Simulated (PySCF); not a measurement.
Numbering as in the mapped SMILES `[F:1][C:2]([F:3])([F:4])[O:5][C@H:6]1[CH2:7][SiH2:8][CH2:9][CH2:10][O:11]1`. Hydrogens are named by the atom that carries them. Ha(C7), Ha(Si8), Ha(C9), Ha(C10) are cis to O5 on the ring; Hb(C7), Hb(Si8), Hb(C9), Hb(C10) are trans to O5 on the ring.

Non-relativistic Hamiltonian, one conformer, no solvent model, averaged over atoms made equivalent by symmetry, fast rotation or ring inversion. GFN2-xTB structure; shielding tensors at PBE0/pcSseg-1 (GIAO); PySCF 2.14.0 with density-fitted response routines.

References, each an isolated molecule treated in the same way: 13C and 1H and 29Si against TMS; 19F vs CFCl3; 17O against H2O.

| atoms | nucleus | count | Hirshfeld charge | δ (ppm) |
| --- | --- | --- | --- | --- |
| Si8 | 29Si | 1 | 0.35 | ? |
| Hb(Si8) | 1H | 1 | -0.07 | 4.16 |
| O11 | 17O | 1 | -0.13 | 100.2 |
| C7 | 13C | 1 | -0.17 | 14.2 |
| O5 | 17O | 1 | -0.15 | 163.9 |
| C10 | 13C | 1 | 0.00 | 60.2 |
| F1/F3/F4 | 19F | 3 | -0.11 | -71.9 |
| C2 | 13C | 1 | 0.30 | ? |
| Ha(C9) | 1H | 1 | 0.05 | 0.82 |
| H(C6) | 1H | 1 | 0.04 | ? |
| C9 | 13C | 1 | -0.17 | 9.1 |
| Ha(C10) | 1H | 1 | 0.04 | 3.94 |
| Hb(C10) | 1H | 1 | 0.05 | ? |
| Hb(C7) | 1H | 1 | 0.05 | 1.52 |
| Ha(C7) | 1H | 1 | 0.04 | 1.40 |
| C6 | 13C | 1 | 0.11 | 103.0 |
| Hb(C9) | 1H | 1 | 0.04 | ? |
| Ha(Si8) | 1H | 1 | -0.08 | ? |

Complete the table.

Results:


- C2: 129.9 ppm, CF3 carbon; 4 electronegative neighbours deshield it
- H(C6): 5.97 ppm, hydrogen on an sp3 carbon bearing two oxygens; its carbon carries O, an electronegative neighbour
- Hb(C10): 4.24 ppm, hydrogen on an sp3 CH2 bonded to O; its carbon carries O, an electronegative neighbour
- Ha(Si8): 4.19 ppm, hydrogen on a silicon bonded to 2 C, in a 6-membered ring
- Hb(C9): 1.53 ppm, hydrogen on an sp3 CH2 bonded to Si
- Si8: -57.9 ppm, silicon bonded to 2 C, 2 H, in a 6-membered ring

Shifts are as computed. Against solution values, carbons near 30 ppm lie about +3 ppm off and those near 130 ppm about +5 ppm. Of 1211 compounds with measured shifts, 218 miss one by over three times the rms of a fit or turn the order of signals round; such compounds aren't used in these exercises. Unscaled 19F shifts against computed CFCl3 carry errors that often reach 10 to 50 ppm. Experimental scales use liquid or dissolved standards, which lie at an offset from isolated H2O (liquid H2O: subtract about 36 ppm).
